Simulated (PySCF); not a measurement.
**Re⁶²⁺: ionisation energy**

Re⁶²⁺ [Ne] 3s2 3p1 (2P) → Re⁶³⁺ [Ne] 3s2 (1S), as a difference of total energies. All numbers are calculated (PySCF 2.14, the spin-free X2C one-electron Hamiltonian (Gaussian nucleus), in an uncontracted even-tempered set (17 s from 17 bohr⁻², ratio 2.5; 12 p from 22 bohr⁻², ratio 2.5; 4 d from 84 bohr⁻², ratio 2.7; 4 f from 130 bohr⁻², ratio 2.7)). Correlated levels: outer shells: 1s2 frozen; virtual orbitals above 40 to 60 times the deepest correlated orbital energy dropped. The calculations carry no spin-orbit coupling.

```
                method  ionisation energy (eV)
                   UHF                  6686.6
                   LDA                  6688.1
                   PBE                  6690.0
                  PBE0                  6689.4
                r2SCAN                  6689.2
             BHandHLYP                  6689.6
                M06-2X                  6690.4
    MP2 (outer shells)                  6687.2
SCS-MP2 (outer shells)                  6687.1
```

A first-order spin-orbit estimate (lowest level to lowest level, LS coupling) adds 238.6 eV.

Breit and QED terms and the two-electron picture change are absent.

First order in ζ underestimates the shift of j = l − 1/2 levels at high Z.

For comparison: 6952 ± 15 eV (theoretical estimate listed by NIST; NIST Atomic Spectra Database, ionization energies).
